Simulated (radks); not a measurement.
Initial-state core-level shifts of neutral molybdenum when its valence configuration changes from [Kr] 4d5 5s1. Method: scalar-relativistic Kohn-Sham, BLYP, spin-unpolarised, spherical densities, point nucleus; computed with a radial shooting solver on a logarithmic mesh with Libxc functionals. Shifts are changes of the shell-averaged eigenvalues in eV (positive: less bound).

valence              1s      2s      3s      4s
4d4 5s2          -2.737  -2.938  -2.885  -2.677
4d5 5s0.5 5p0.5  -0.703  -0.679  -0.688  -0.705
4d4 5s1 5p1      -4.130  -4.298  -4.259  -4.061
4d5 5p1          -1.345  -1.300  -1.318  -1.349
4d4 5p2          -5.364  -5.505  -5.479  -5.285
4d3 5s1 5p2      -8.765  -9.188  -9.053  -8.458
4d6              +2.010  +2.159  +2.138  +2.040
4d5.5 5s0.5      +1.099  +1.179  +1.166  +1.106
4d4.5 5s1.5      -1.282  -1.375  -1.354  -1.267
